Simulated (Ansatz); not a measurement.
`C[Te]C` + `C=CF` → `C[Te]/C=C/F` + CH₄  (formal exchange of groups at a Te–C bond)

Calculated with Ansatz (gas phase, PBE0-D4/def2-TZVP geometries, no zero-point term in ΔE). CCSD(T)/CBS is the MP2 limit (def2-TZVPP, def2-QZVPP) plus CCSD(T) − MP2 in def2-TZVPP, frozen cores. This one scheme is used for every species. Functionals use def2-TZVPP. B3LYP here is the variant with VWN-RPA as its local correlation; programs differ in this. def2 core potentials past Kr. For Te outer-core shells are correlated without core-valence functions, which leaves a few kJ/mol of doubt a bond. Each species was taken in one conformer, which may not be the lowest.

```csv
level,ΔE (kJ/mol),difference from CCSD(T)/CBS
r2SCAN-D4,-14.0,-2.6
PBE0,-10.9,0.5
B3LYP,-9.4,2.0
MP2/def2-TZVPP,-16.7,-5.3
SCS-MP2/def2-TZVPP,-14.3,-2.9
CCSD(T)/def2-TZVPP,-12.6,-1.2
HF/def2-QZVPP,-4.0,7.4
MP2/def2-QZVPP,-16.0,-4.6
SCS-MP2/def2-QZVPP,-13.5,-2.1
CCSD/CBS(def2),-8.9,2.5
CCSD(T)/CBS,-11.4,0
```

Largest T1 diagnostic among the species: 0.012.

In def2-TZVPP, CCSD(T) changes the Hartree–Fock value by −8.6 kJ/mol (the triples alone add −2.5 kJ/mol) and MP2 by −12.7 kJ/mol. The D4 term adds −3.1 kJ/mol with B3LYP and −1.9 kJ/mol with PBE0; it sums over pairs of atoms, weighted by their polarisabilities, and B3LYP, whose exchange is more repulsive, gets the larger term.
